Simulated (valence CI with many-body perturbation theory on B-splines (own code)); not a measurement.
Values are calculated unless marked as measured or tabulated.
**Hyperfine factors and g values of I⁴⁵⁺**

Level of theory: valence CI with perturbative core correlation (CI+MBPT): six valence electrons over a frozen Dirac-Fock core [He], a basis of 9 s, 9 p, 8 d, 6 f, 3 g, 1 h functions for each j, with the one-electron correlation potential Σ1, the two-electron term Σ2, the three-electron term Σ3, Breit, model QED; selected CI, second order for the rest, scaled by the run's own slope (own B-spline code, finite nucleus).

No measured spectrum was set against this ion. As an estimate, large intervals hold to a few tenths of a per cent, small ones and those within an open d or f shell to about a per cent. Among the levels kept, up to 2500 cm⁻¹ of a level comes from second order outside the variational space, and about a tenth of that is noise between levels of different J, which matters for small intervals.

A/g_I is the dipole constant over the nuclear g factor μ/I (μ in nuclear magnetons, uniformly magnetised nucleus), B/Q the quadrupole constant per barn. Both hold the static response of the core; the bare values leave it out. Large factors of s and p1/2 electrons are usually good to 5 to 10 %; those of open d and f shells near neutrality can be off by tens of per cent, and small factors of p3/2, d and f electrons come from cancelling terms and can be off by a factor of two or in sign, in half-filled shells by more. B is blank for J = 1/2, where it vanishes, and for nearly pure S terms. Energies count from the lowest level. Levels with J = 0 are left out.

Levels are named by their leading jj configuration (3d3/2^4 stands for four electrons in 3d with j = 3/2), which in mixed levels can hold well under half, so a name can repeat and another be missing. Letters in brackets count levels of one name in rising energy.

```csv
Level,E (eV),g,A/g_I (MHz),A/g_I bare,B/Q (MHz/b),B/Q bare
(2s^2 2p1/2^2 2p3/2^2) J=2,0.0,1.336,271000,279000,67900,68000
(2s^2 2p1/2 2p3/2^3) J=1,307.1,1.485,-109000,-97000,-263000,-263000
(2s^2 2p1/2 2p3/2^3) J=2,323.6,1.129,667000,669000,-596000,-597000
(2s 2p1/2^2 2p3/2^3) J=2,560.9,1.483,1620000,1600000,-524000,-525000
(2s 2p1/2^2 2p3/2^3) J=1,612.4,1.216,-1010000,-977000,-145000,-145000
(2s 2p1/2 2p3/2^4) J=1,907.2,1.246,3680000,3630000,-114000,-115000
(2s^2 2p1/2^2 2p3/2 3s) J=2,4278.5,1.528,592000,595000,490000,491000
(2s^2 2p1/2^2 2p3/2 3s) J=1,4285.0,1.191,-55800,-41000,256000,257000
(2s^2 2p1/2^2 2p3/2 3p1/2) J=1,4352.9,1.512,207000,218000,243000,243000
(2s^2 2p1/2^2 2p3/2 3p1/2) J=2,4354.7,1.204,327000,333000,474000,475000
(2s^2 2p1/2^2 2p3/2 3p3/2) J=3,4440.8,1.349,171000,176000,624000,625000
(2s^2 2p1/2^2 2p3/2 3p3/2) J=1,4441.0,1.383,169000,175000,-245000,-246000
(2s^2 2p1/2^2 2p3/2 3p3/2) J=2,4459.1,1.324,176000,181000,32500,32500
(2s^2 2p1/2^2 2p3/2 3d3/2) J=2,4522.0,1.035,153000,158000,-4990,-4970
(2s^2 2p1/2^2 2p3/2 3d3/2) J=3,4527.3,1.128,150000,154000,456000,458000
(2s^2 2p1/2^2 2p3/2 3d3/2) J=1,4529.8,1.135,149000,154000,-201000,-201000
(2s^2 2p1/2^2 2p3/2 3d5/2) J=4,4547.1,1.260,109000,112000,495000,496000
(2s^2 2p1/2^2 2p3/2 3d5/2) J=2,4554.3,1.265,46600,47700,-331000,-331000
(2s^2 2p1/2^2 2p3/2 3d5/2) J=3,4565.8,1.191,120000,123000,-34900,-34800
(2s^2 2p1/2 2p3/2^2 3s) J=2 [a],4572.5,1.572,340000,344000,85500,85700
(2s^2 2p1/2^2 2p3/2 3d5/2) J=1,4572.8,1.030,-166000,-172000,59900,60100
(2s^2 2p1/2 2p3/2^2 3s) J=1 [a],4580.1,1.297,-420000,-402000,18400,18400
(2s^2 2p1/2 2p3/2^2 3s) J=3,4593.8,1.312,733000,733000,-7540,-7560
(2s^2 2p1/2 2p3/2^2 3s) J=2 [b],4598.4,1.041,455000,462000,-23200,-23300
(2s^2 2p1/2 2p3/2^2 3s) J=1 [b],4626.2,1.316,1700000,1680000,-12500,-12600
(2s^2 2p1/2 2p3/2^2 3p1/2) J=1 [a],4645.1,1.642,-162000,-147000,37200,37300
(2s^2 2p1/2 2p3/2^2 3p1/2) J=2 [a],4652.1,1.211,311000,317000,14000,14000
(2s^2 2p1/2 2p3/2^2 3p1/2) J=3,4667.2,1.102,580000,583000,-13600,-13700
(2s^2 2p1/2 2p3/2^2 3p1/2) J=2 [b],4689.6,1.324,405000,412000,51000,51000
(2s^2 2p1/2 2p3/2^2 3p1/2) J=1 [b],4695.6,0.658,1180000,1170000,-3940,-3940
(2s^2 2p1/2 2p3/2^2 3p3/2) J=3 [a],4731.8,1.394,68700,75100,248000,248000
(2s^2 2p1/2 2p3/2^2 3p3/2) J=2 [a],4734.2,1.418,-43000,-34800,36800,36900
```

Take the isotope of mass number 127, with I = 5/2, μ = 2.8087 μN and Q = -0.688 b. What is the hyperfine structure of (2s^2 2p1/2 2p3/2^3) J=1?

From the table A = -123000 MHz, B = 181000 MHz. Shifts from the centre of gravity in MHz: F = 3/2: 557000, F = 5/2: -21800, F = 7/2: -262000.
